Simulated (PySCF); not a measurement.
Job for PySCF: R-HF/STO-3G on AsFH4 (a complex), monomers drawn apart or pushed together.

```python
from pyscf import gto, scf, dft, mp
from pyscf.data.elements import chemcore

mol = gto.M(
    atom='''
    F     0.83298341   -0.55984759   -0.25489031
    H     0.55077934   -0.32185962    0.60610121
    As   -0.74066345    0.76931384    4.57191773
    H     0.04988226    0.39309785    5.81173198
    H    -2.06974202    0.31380560    5.14614896
    H    -0.92769126    2.21494530    4.99482483
    ''',
    basis='sto-3g',
    charge=0, spin=0, verbose=3, max_memory=1800)
mf = scf.RHF(mol)
mf.conv_tol = 1e-8
mf.max_cycle = 100
mf.kernel()
if not mf.converged:
    mf = mf.newton().run(mf.mo_coeff, mf.mo_occ)
```

Output:

```
converged SCF energy = -2309.58203743002
```

Self-consistency was reached.

Cost: roughly 0.08 core-seconds.
